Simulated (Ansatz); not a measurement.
Isolated molecules relaxed with PBE0-D4/def2-TZVP in Ansatz; ΔE leaves out vibrations. CCSD(T)/CBS adds triple-zeta CCSD(T) − MP2 to the extrapolated MP2 energy (def2 sets, frozen cores). This one scheme is used for every species. DFT in def2-TZVPP. HSE06 is defined as in plane-wave codes. Each species was taken in one conformer, which may not be the lowest.

Reaction (β-hydride elimination): `CCB(N)N` → `NBN` + `C=C`

```
             level  ΔE (kJ/mol)  difference from CCSD(T)/CBS
         revPBE-D4        139.9                          5.3
           PBE0-D4        152.5                         17.9
        r2SCAN0-D4        151.8                         17.2
          HSE06-D4        152.0                         17.4
      CAM-B3LYP-D4        136.2                          1.6
              PBE0        143.9                          9.3
     CCSD/def2-SVP        138.8                          4.2
    MP2/def2-TZVPP        144.6                         10.0
CCSD(T)/def2-TZVPP        133.8                         -0.8
SCS-MP2/def2-QZVPP        132.0                         -2.6
       CCSD(T)/CBS        134.6                            0
```

Largest T1 diagnostic among the species: 0.011.

The D4 term adds +15.3 kJ/mol with B3LYP and +8.6 kJ/mol with PBE0; it sums over pairs of atoms, weighted by their polarisabilities, and B3LYP, whose exchange is more repulsive, gets the larger term. From BLYP to BHLYP (50 % exact exchange), in def2-TZVPP and without D4, ΔE moves by +29.7 kJ/mol. At CCSD(T), def2-SVP lies +3.6 kJ/mol from the extrapolated value and def2-TZVPP −0.9 kJ/mol.

B3LYP here is the variant with VWN-RPA as its local correlation; programs differ in this.
